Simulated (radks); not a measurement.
The numbers below are computed, except where a source is named.
The boron ion B3+, configuration [He] (the NIST ground configuration). Level of theory: scalar-relativistic Kohn-Sham, r2SCAN, spin-polarised, spherical densities, finite nucleus; meta-GGA in the generalised Kohn-Sham scheme; Fermi nuclear charge, rms radius 2.406 fm (a radial shooting solver on a logarithmic mesh with Libxc functionals).

Radial electron density D(r) = 4 pi r^2 rho(r):

```
   r/bohr * D(r) (the largest magnitude, 4.96, reaches the edge; | marks zero)
  0.01477 | *
    0.016 | *
   0.0172 | *
  0.01863 |  *
  0.02018 |  *
  0.02169 |   *
  0.02349 |   *
  0.02545 |    *
  0.02735 |     *
  0.02963 |     *
  0.03209 |      *
  0.03449 |       *
  0.03736 |        *
  0.04015 |          *
  0.04349 |           *
  0.04712 |             *
  0.05063 |              *
  0.05485 |                *
  0.05942 |                  *
  0.06386 |                    *
  0.06917 |                      *
  0.07494 |                         *
  0.08053 |                           *
  0.08724 |                              *
  0.09375 |                                 *
   0.1016 |                                    *
     0.11 |                                       *
   0.1182 |                                         *
   0.1281 |                                            *
   0.1387 |                                               *
   0.1491 |                                                 *
   0.1615 |                                                   *
   0.1736 |                                                    *
    0.188 |                                                     *
   0.2037 |                                                      *
   0.2189 |                                                      *
   0.2371 |                                                     *
   0.2569 |                                                    *
   0.2761 |                                                  *
   0.2991 |                                               *
    0.324 |                                            *
   0.3482 |                                        *
   0.3771 |                                    *
   0.4053 |                                *
   0.4391 |                           *
   0.4756 |                       *
   0.5111 |                   *
   0.5537 |               *
   0.5998 |           *
   0.6446 |         *
   0.6983 |      *
   0.7564 |    *
   0.8129 |  *
   0.8806 | *
   0.9464 |*
    1.025 |*
    1.111 *
    1.193 *
    1.293 *
```

D(r) has 1 maximum, at r = 0.210 bohr.
